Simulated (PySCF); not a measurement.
Excitation energy of F²⁺ by level of theory

F²⁺ [He] 2s2 2p3 (4S) → F²⁺ [He] 2s1 2p4 (4P), as a difference of total energies. Calculation: PySCF 2.14, in aug-cc-pCVTZ-DK with one added diffuse shell each of s, p, d, f type (8s7p5d3f, 75 functions); scalar relativity by spin-free X2C-1e. Correlated levels: valence and next inner shell: nothing frozen. The calculations carry no spin-orbit coupling.

| method | excitation energy (cm⁻¹) |
| --- | --- |
| UHF | 152980 |
| MP2 (valence and next inner shell) | 153170 |
| SCS-MP2 (valence and next inner shell) | 153410 |
| CCSD (valence and next inner shell) | 152870 |
| CCSD(T) (valence and next inner shell) | 152820 |

A first-order spin-orbit estimate (lowest level to lowest level, LS coupling) adds -0.023 eV.
